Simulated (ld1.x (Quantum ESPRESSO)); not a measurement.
# Varying the TM potential for rubidium

Base potential:

rubidium, norm-conserving Troullier–Martins (Kleinman–Bylander form), made with ld1.x (Quantum ESPRESSO) 7.5 (BP86, fully relativistic). Core [Ar] 3d10, reference 4s2 4p6 5s1 5p0. Waves: 4s (bound): rc 2.10 bohr; 4p (bound): rc 1.85 bohr; 4d channel at 0.5 Ry: rc 2.05 bohr. Local part: the d channel. Core correction: Bessel-smoothed model core, default radius (core density twice the valence density).

Open shells are filled in proportion to 2j + 1 (rel_dist='average').

Occupied shells without a wave of their own: 5s. They enter only through the test configuration that unscreens the potential, and ld1.x also counts them in the model core charge.

All-electron outer shells of the reference configuration (BP86, scalar-relativistic, ld1.x):

```tsv
shell	level (eV)	outermost node (bohr)	outermost maximum (bohr)
3d	-104.12	–	0.39
4s	-32.00	0.62	1.25
4p	-16.05	0.64	1.42
5s	-2.37	1.79	4.32
5p	-0.83	2.20	6.14
```

Cutoffs, loose and tight: the cutoffs (Ry, on a coarse ladder) from which the occupation-weighted sum of valence levels, in a spherical-Bessel basis at the reference potential, stays within 10 and 1 mRy of its value at 400 Ry. They do not see the model core or the augmentation charge, which bear on the density cutoff. Test errors are all-electron minus pseudo excitation energies from the reference, over the configurations 4s2 4p6 5s0 5p0; 4s2 4p6 5s0.5 5p0; 4s2 4p6 5s0 5p1; 4s1 4p6 5s1 5p0; 4s2 4p5 5s1 5p0. A dash means not determined; rows that change the core or the reference have their own tests. The largest error is taken over the tests solved by every variant that gives reliable tests at all: 4s1 4p6 5s1 5p0; 4s2 4p5 5s1 5p0; 4s2 4p6 5s0 5p0; 4s2 4p6 5s0.5 5p0.

With those shells counted twice in exchange and correlation these files are broken, and their errors move erratically; no question is asked of them.

| change | outcome | cutoff, loose | cutoff, tight | bound ghosts | largest test error (meV) |
| --- | --- | --- | --- | --- | --- |
| base | generated | 30 Ry | 55 Ry | none | -291 |
| wave 4p (bound): rc 1.85 bohr becomes 4p (bound): rc 1.28 bohr | generated | 60 Ry | 120 Ry | none | -291 |
| wave 4p (bound): rc 1.85 bohr becomes 4p (bound): rc 1.54 bohr | generated | 35 Ry | 70 Ry | none | -291 |
| wave 4p (bound): rc 1.85 bohr becomes 4p (bound): rc 1.76 bohr | generated | 35 Ry | 60 Ry | none | -291 |
| wave 4p (bound): rc 1.85 bohr becomes 4p (bound): rc 1.96 bohr | generated | 30 Ry | 45 Ry | none | -291 |
| wave 4p (bound): rc 1.85 bohr becomes 4p (bound): rc 2.28 bohr | generated | 21 Ry | 40 Ry | none | -291 |
| wave 4p (bound): rc 1.85 bohr becomes 4p (bound): rc 2.44 bohr | generated | 18 Ry | 40 Ry | none | -291 |
| wave 4p (bound): rc 1.85 bohr becomes 4p (bound): rc 2.70 bohr | generated | 18 Ry | 40 Ry | none | -291 |

Reading the sweep of the p radius (base included, trends over the rows without a ghost): The loose cutoff falls from 60 Ry at 1.28 to 18 Ry at 2.7 bohr. A larger radius leaves more room for a smooth pseudo-wave, so fewer plane waves are needed; a smaller one forces it to follow the all-electron wave where it bends sharply.
